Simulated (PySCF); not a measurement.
B(H)(Et)(NH2) (C₂H₈BN), SMILES NBCC.

Geometry: B3LYP-D3(BJ)/def2-SVP. One conformer was computed; it need not be the lowest.

The numbers are results of B3LYP-D3(BJ)/def2-SVP run with PySCF, not measurements.

Frequencies are harmonic and unscaled.

```csv
mode,ν (cm⁻¹),IR (km/mol),Raman (Å⁴/amu),depolarisation,moving atoms (share of kinetic energy)
1,67,5.7,1.8,0.75,"H 37 %, C 28 %, N 19 %, B 17 %"
2,216,0.4,0.2,0.70,H 91 %
3,263,1.9,1.8,0.72,"H 48 %, C 33 %, B 15 %"
4,382,0.4,1.1,0.41,"H 45 %, N 21 %, C 19 %, B 15 %"
5,571,116.1,1.2,0.67,"H 83 %, N 13 %"
6,603,47.9,1.8,0.40,"H 70 %, B 14 %, N 11 %"
7,743,5.1,0.2,0.73,"H 79 %, C 14 %"
8,799,1.0,5.6,0.17,"H 53 %, C 23 %, B 12 %, N 11 %"
9,894,6.5,1.0,0.63,H 90 %
10,921,11.1,2.3,0.58,"H 82 %, B 12 %"
11,994,3.0,2.4,0.52,"H 61 %, C 29 %, B 9 %"
12,1043,6.6,5.6,0.42,"C 53 %, H 41 %"
13,1076,0.1,5.0,0.72,"H 67 %, C 23 %"
14,1151,25.9,3.6,0.28,"H 57 %, B 24 %, N 16 %"
15,1251,7.5,6.6,0.74,"H 79 %, C 18 %"
16,1270,11.7,1.3,0.28,"H 54 %, C 31 %, B 11 %"
17,1395,2.1,2.7,0.75,"H 81 %, C 19 %"
18,1411,61.7,8.5,0.49,"H 47 %, B 37 %, C 11 %"
19,1438,25.8,15.2,0.70,"H 82 %, B 9 %"
20,1476,8.2,17.7,0.74,H 96 %
21,1481,7.6,13.9,0.74,H 95 %
22,1602,124.3,6.1,0.74,"H 71 %, N 21 %, B 9 %"
23,2554,152.3,95.8,0.22,"H 91 %, B 9 %"
24,2994,27.8,110.3,0.11,H 95 %
25,3019,36.7,144.8,0.01,H 97 %
26,3034,29.3,104.5,0.71,"H 91 %, C 9 %"
27,3092,36.3,82.6,0.71,"H 91 %, C 9 %"
28,3100,36.8,56.8,0.75,"H 91 %, C 9 %"
29,3576,20.3,142.0,0.12,H 96 %
30,3677,21.2,90.1,0.69,"H 91 %, N 9 %"
```
